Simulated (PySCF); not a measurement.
C₃H₆FNSi, SMILES [C@@H]1(C([SiH3])=NC1)F. Atoms are numbered in the order given.

```xyz
12

F     -0.9852     1.1316     1.4973
C     -0.9444     0.7652     0.1709
C     -1.8868    -0.3671    -0.3176
N     -0.6805    -1.0860    -0.8337
C      0.1283    -0.2093    -0.2932
Si     2.0221    -0.2556    -0.2383
H     -0.9901     1.6865    -0.4549
H     -2.6535    -0.1337    -1.0868
H     -2.3602    -0.9205     0.5182
H      2.5175    -1.3762    -1.1032
H      2.4669    -0.4580     1.1836
H      2.5575     1.0649    -0.7208
```
Charge 0, spin multiplicity 1.

Coordinates come from a PBE-D3(BJ)/def2-SVP optimisation. The structure was generated by enumeration; whether it is a known compound was not checked.

The numbers are results of PBE/pcSseg-1 run with PySCF, not measurements.

GIAO shieldings, no solvent; atoms listed in one row are averaged. δ = σ(ref) − σ: ¹⁹F against CFCl3 (σ = 133.6 ppm); ¹³C against TMS (σ = 182.0 ppm); ¹⁵N against NH3 (σ = 267.0 ppm); ²⁹Si against TMS (σ = 335.4 ppm); ¹H against TMS (σ = 31.49 ppm), references at their B3LYP-D3(BJ)/def2-TZVP geometries, non-relativistic.

| nucleus | atoms | count | δ (ppm) |
|---|---|---|---|
| ¹⁹F | F1 | 1 | -201.7 |
| ¹³C | C5 | 1 | 215.6 |
| ¹³C | C2 | 1 | 96.2 |
| ¹³C | C3 | 1 | 78.7 |
| ¹⁵N | N4 | 1 | 485.3 |
| ²⁹Si | Si6 | 1 | -85.3 |
| ¹H | H7 | 1 | 5.59 |
| ¹H | H8 | 1 | 5.04 |
| ¹H | H9 | 1 | 4.94 |
| ¹H | H10, H11, H12 | 3 | 4.76 |
